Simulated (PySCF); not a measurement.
**Working out the ionisation energy of Se(20+)**

Se(20+) [Ne] 3s2 3p2 (3P) → Se(21+) [Ne] 3s2 3p1 (2P). All numbers are calculated (PySCF 2.14, the non-relativistic Hamiltonian (point nucleus), in an even-tempered Gaussian basis (17 s from 1.9 bohr⁻², ratio 2.5; 11 p from 2.4 bohr⁻², ratio 2.5; 5 d from 11 bohr⁻², ratio 2.7; 4 f from 17 bohr⁻², ratio 2.7)). Frozen: 1s2; the 18 highest virtual orbitals dropped. Energies in hartree (1 hartree = 27.21139 eV):

| part | Se(20+) (lower) | Se(21+) (upper) |
| --- | --- | --- |
| UHF | -2165.816788 | -2135.083436 |
| CCSD correlation | -0.485544 | -0.470075 |
| (T) | -0.002257 | -0.002299 |

Question: What does Hartree-Fock give?

Answer: (-2135.083436) − (-2165.816788) = 30.733352 hartree = 836.297 eV.

Question: What do CCSD and CCSD(T) give?

Answer: The CCSD correlation energies differ by 0.015469 hartree = 0.421 eV and the triples by -0.000042 hartree = -0.001 eV, so CCSD gives 836.718 eV and CCSD(T) 836.717 eV.

Reference: 845.8 ± 2 eV (semi-empirical (NIST evaluation); NIST Atomic Spectra Database, ionization energies), between the lowest levels; spin-orbit coupling is absent from the calculation.

The calculation is non-relativistic.

What remains against the reference includes basis incompleteness, the frozen core and higher excitations.
